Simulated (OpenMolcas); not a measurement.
**As+: effect of the IPEA shift**

```
Program             : OpenMolcas 26.06
Basis               : ANO-RCC-VTZP [6s5p3d1f]
Scalar Hamiltonian  : DKH2, point nucleus
Active space        : 2 electrons in 3 orbitals (4p)
State averaging     : 2S+1 = 3 even, 3 roots; 2S+1 = 1 even, 6 roots
Spin-orbit coupling : RASSI with atomic mean-field integrals over the reference wave functions, term energies averaged over their components
```

Methods on the same reference wave functions:
A. CASSCF
B. SS-CASPT2, IPEA 0 Eh, imaginary shift 0.1 Eh (closed shells correlated: 3d 4s)
C. SS-CASPT2, IPEA 0.25 Eh, imaginary shift 0.1 Eh (closed shells correlated: 3d 4s)

Energies in cm⁻¹ above 4s² 4p² ³P₀, the measured ground level; measured values from NIST Handbook of Basic Atomic Spectroscopic Data.

```
      Level      A      B      C  Measured
4s² 4p² ³P₀    0.0    0.0    0.0       0.0
4s² 4p² ³P₁    900    934    936      1063
4s² 4p² ³P₂   2287   2290   2290      2541
4s² 4p² ¹D₂  12463  10520  10170     10096
4s² 4p² ¹S₀  28366  23260  23020     22599
```

Deviations, from unrounded energies. A percentage is the sum of absolute deviations over the sum of measured energies, with the sign that they share, or ± where signs differ.

```csv
Against measurement,Levels,A,B,C
mean absolute deviation (cm-1),4,2100,360,220
fine structure of the ground term (%),2,-11.6,-10.4,-10.5
other terms of the ground configuration (%),2,+24.9,+3.3,+1.5
```

C lies closest to measurement on these levels and A furthest from it. The largest miss of C in the table is 4s² 4p² ¹S₀, by +420 cm-1. The ranking rests on the paired levels alone, and a cruder setting can come out closer through cancelling errors.

Between B and C the level of the table that moves most is 4s² 4p² ¹D₂, by 350 cm-1 (lowest in C, highest in B). Moves below CASPT2's spread within the term are not significant.

From A to B the spin-free energies of the other terms of 4s² 4p² shown, above ³P, scale by a factor of 0.81.

The lowest spin-free term lies below A's lowest term by 0.113 hartree in B, 0.106 hartree in C.

Term energies are means over components that CASPT2 splits; among the terms shown or strongly mixed into the levels shown the widest spread is 100 cm-1 (4s² 4p² ¹D, C). With the s shell closed, the reference lacks s² → p² mixing. Without dynamic correlation excited terms often stand tens of per cent too high (terms of higher spin than the ground term too low), and those without a measured partner can miss by more than the paired ones (holds for A). Computed and measured levels are paired by configuration, term and J; levels that our copy of the source lacks, or whose pairing is in doubt (as where it misses far off the trend of its configuration), stay unpaired and out of the deviations. Levels of configurations outside the active space are missing.
